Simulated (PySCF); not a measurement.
Sr(F)2 cation (F2Sr), SMILES [F][Sr][F] (connectivity only; charge and spin as stated), charge +1, multiplicity 2.

The structure is a stationary point at PBE0-D3(BJ)/def2-TZVP. The multiplicity is an assumed one; other spin states were not compared. The isomer is the one that the SMILES or the coordinates give; other isomers of the formula were not compared. The def2 effective core potentials stand for the cores of Sr; spin–orbit coupling is left out.

Computed with ωB97X/def2-TZVPD in PySCF.

Isolated molecule, no solvent.

| Quantity | Result |
|---|---|
| total energy | -230.22851 hartree |
| point group | C2v |
| α spin, highest occupied and lowest empty level | -18.13 and -4.72 eV |
| β spin, highest occupied and lowest empty level | -17.74 and -7.59 eV |
| dipole moment about the centre of nuclear charge | 8.88 D |
| mean static polarisability | 25.7 bohr³ (3.80 Å³) |
| polarisability, principal values | 15.0, 22.2, 39.7 bohr³ |
| ⟨S²⟩ | 0.757 (pure state 0.75) |
